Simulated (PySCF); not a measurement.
SMILES O=C[SiH2][SiH2][SeH] (CH₆OSeSi₂), GFN2-xTB optimised geometry.

```
11

O      1.15     1.63     1.45
C      1.79     0.62     1.25
Si     1.24    -0.73     0.00
Si    -1.09    -0.73     0.00
Se    -1.88     1.41     0.00
H      2.73     0.47     1.82
H      1.88    -1.96     0.46
H      1.88    -0.32    -1.25
H     -1.65    -1.42     1.17
H     -1.68    -1.33    -1.20
H     -0.80     1.96     0.75
```

Density from B3LYP/def2-TZVP (PySCF 2.14.0) at that geometry.

Minimum of the electron density along straight lines between bonded atoms, close to the bond critical point (lines longer than 1.1 times the sum of covalent radii, or with two minima, are not listed):

```tsv
bond	length / Å	ρ at the minimum / e bohr⁻³	∇²ρ there / e bohr⁻⁵	position (fraction from the first atom)
O1–C2	1.208	0.419	?	0.67
C2–Si3	1.926	0.114	?	0.62
Si3–Si4	2.324	0.097	-0.18	0.52
Si4–Se5	2.285	0.091	-0.03	0.36
C2–H6	1.109	?	-0.97	0.65
Si3–H7	1.464	0.124	0.19	0.49
Si3–H8	1.465	0.124	0.19	0.49
Si4–H9	1.468	0.125	0.17	0.49
Si4–H10	1.462	0.125	0.18	0.49
Se5–H11	1.429	0.191	-0.37	0.63
```

Q: Complete the blanks.

A: 
- O1–C2, ∇²ρ there / e bohr⁻⁵: -0.02
- C2–Si3, ∇²ρ there / e bohr⁻⁵: 0.15
- C2–H6, ρ at the minimum / e bohr⁻³: 0.278
